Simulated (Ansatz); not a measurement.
AlB₅, relaxed as a singlet with RKS PBE0-D4/def2-SVP in Ansatz, starting from the GFN2-xTB geometry. Force threshold 0.02 eV/Å.

The restricted singlet is unstable towards broken spin symmetry at other levels; at PBE0-D4/def2-SVP this wasn't settled. The structure comes from a short search, and lower isomers may exist.

Start:

```xyz
6

B     1.168    0.279    1.517
B    -0.261   -0.341   -0.946
B     0.937    0.079    0.020
B    -0.776    0.312    0.416
B    -0.288    0.478    1.853
Al   -0.781   -0.807   -2.860
```

```
step  energy (eV)  largest force component (eV/Å)  SCF passes
   1   -9958.2226                           1.434          35
   2   -9958.4329                           0.606          43
   3   -9958.4809                           0.670          39
   4   -9958.4854                           0.373          42
   5   -9958.4983                           0.281          39
   6   -9958.5942                           0.725          41
   7   -9958.6213                           0.485          38
   8   -9958.6558                           0.374          39
   9   -9958.6641                           0.298          37
  10   -9958.6647                           0.124          39
  11   -9958.6685                           0.011          39
```

Force components are those of the run's own axes.

End:

```xyz
6

B     0.9815    0.3596    1.5037
B    -0.0957   -0.2852   -1.0267
B     1.1205   -0.0804    0.0038
B    -0.5367    0.1851    0.4900
B    -0.4732    0.6120    1.9994
Al   -0.9963   -0.7911   -2.9702
```

Bonds formed: B1–B4 (atoms count from 1).

No frequencies were taken in this run, so the end may be a saddle point.

Hardware: 4 threads of Arm Neoverse N1 on a shared host. Wall time 21 s.
